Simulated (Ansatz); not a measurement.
Reaction: BNH2 (iminoborane, SMILES B=N) + H+ → BNH3+ (SMILES [NH2+]=B)
Each species at its own B3LYP-D3(BJ)/def2-TZVP minimum (Ansatz, a quantum-chemistry and plane-wave program).

Total energies in hartree (Ansatz). UHF or UKS for unpaired electrons; spin-orbit terms are left out. Cores are frozen in correlated methods. No relativity.

```csv
species,HF/cc-pVTZ,CCSD(T)/cc-pVTZ,HF/cc-pVQZ,CCSD(T)/cc-pVQZ,CCSDT(Q)/cc-pVTZ
1: BNH2 (SMILES B=N),-80.32613,-80.65587,-80.33254,-80.68038,-80.65703
2: BNH3+ (SMILES B=[NH2+]),-80.64781,-80.95966,-80.65345,-80.98260,-80.96054
```

Question: Work out the proton affinity (electronic), positive where energy is released in kJ/mol: take Hartree-Fock from cc-pVQZ, extrapolate the CCSD(T) correlation energy as X^-3 (X = 3, 4), and add CCSDT(Q) - CCSD(T) in cc-pVTZ. 1 hartree = 2625.5 kJ/mol.

Answer: 
Species 1: correlation (64·(-0.34784) - 27·(-0.32974))/37 = -0.36105; step -0.00116; E1 = -80.33254 + (-0.36105) + (-0.00116) = -80.69475
H+ has no electrons: E = 0
Species 2: correlation (64·(-0.32915) - 27·(-0.31185))/37 = -0.34177; step -0.00088; E2 = -80.65345 + (-0.34177) + (-0.00088) = -80.99610
+1·E1 -1·E2 = 0.30135 hartree = 791.2 kJ/mol.
